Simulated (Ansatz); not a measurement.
`OP[SiH2][SeH]` + `[AlH3]` → `[AlH2][SeH]` + `OP[SiH3]`  (formal exchange of groups at the Se–Si bond)

Computed with Ansatz on PBE0-D4/def2-TZVP structures; ΔE is electronic, products minus reactants. CCSD(T)/CBS adds triple-zeta CCSD(T) − MP2 to the extrapolated MP2 energy (def2 sets, frozen cores). This one scheme is used for every species. For Se outer-core shells are correlated without core-valence functions, which leaves a few kJ/mol of doubt a bond. Scalar relativity is left out up to krypton. Each species was taken in one conformer, which may not be the lowest.

| species | MP2/def2-QZVPP energy (Eh) |
| --- | --- |
| `OP[SiH2][SeH]` | -3108.59237 |
| `[AlH3]` | -243.74951 |
| `[AlH2][SeH]` | -2644.27194 |
| `OP[SiH3]` | -708.09530 |

(1) Work out ΔE.

Largest T1 diagnostic among the species: 0.013.

Results:

(1) ΔE = (-2644.27194) + (-708.09530) − (-3108.59237) − (-243.74951) = -0.02536 Eh = -0.69 eV. CCSD(T)/CBS gives -0.71 eV.

At CCSD(T), def2-SVP lies −0.08 eV from the extrapolated value and def2-TZVPP −0.02 eV. The D4 term adds +0.07 eV with B3LYP and +0.04 eV with PBE0; it sums over pairs of atoms, weighted by their polarisabilities, and B3LYP, whose exchange is more repulsive, gets the larger term.

B3LYP here is the variant with VWN-RPA as its local correlation; programs differ in this.
